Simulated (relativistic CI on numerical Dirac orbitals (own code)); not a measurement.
## What each ingredient does to the levels of Ta³⁹⁺

Base calculation: Dirac-Coulomb-Breit CI, separate exchange-only KLI orbitals for each configuration, model QED, unscaled Slater integrals.

Configuration list (outside the closed core [Ar] 3d10): 4s²4p⁴, 4s4p⁵, 4s²4p³4d, 4p⁶, 4s4p⁴4d, 4s²4p³4f, 4s4p⁴4f, 4p⁵4d, 4s4p³4d², 4s²4p²4d4f, 4p⁵4f, 4p⁴4d², 4p³4d³, 4p³4d²4f. Double excitations out of closed p, d and f shells are left out; levels of such configurations are missing from the list, as are those of other unlisted configurations, and high levels can miss mixing partners.

The lowest level and the first level of each name with at least 55 % of one term (blank where a level has no safe partner in the second run):

```csv
Level,Base (cm⁻¹),Shift (cm⁻¹)
4s²4p⁴ ³P2,0,0
4s²4p⁴ ¹S0,80551,-19
4s²4p⁴ ³P1,687921,+30
4s²4p⁴ ¹D2,725165,+26
4s²4p³4d ³P°0,1215938,+53
4s²4p⁴ ³P0,1446479,+50
4s²4p³4d ³G°5,2059587,+23
4s4p⁵ ³P°0,2232773,+199
4s4p⁴4d ⁵F5,2760979,+84
4s4p⁴4d ³P0,2779048,+308
```

At this charge energies of transitions that change n are usually good to better than 1 %, and those within a shell (Δn = 0) to a few per cent.

Task: One thing was changed in a second run, which moved the levels as shown. Which?
A. one mean potential for all configurations
B. QED terms removed
C. configuration mixing switched off
D. Breit term removed
E. only the first 3 configurations

Result: A. One mean potential for all configurations. One potential for all configurations removes the relaxation of the orbitals, which moves whole configurations and changes the integrals a little.

LS names give the leading component of a level, which can be under half, so a name can repeat, a term be missing and a line seem to break the LS rules.
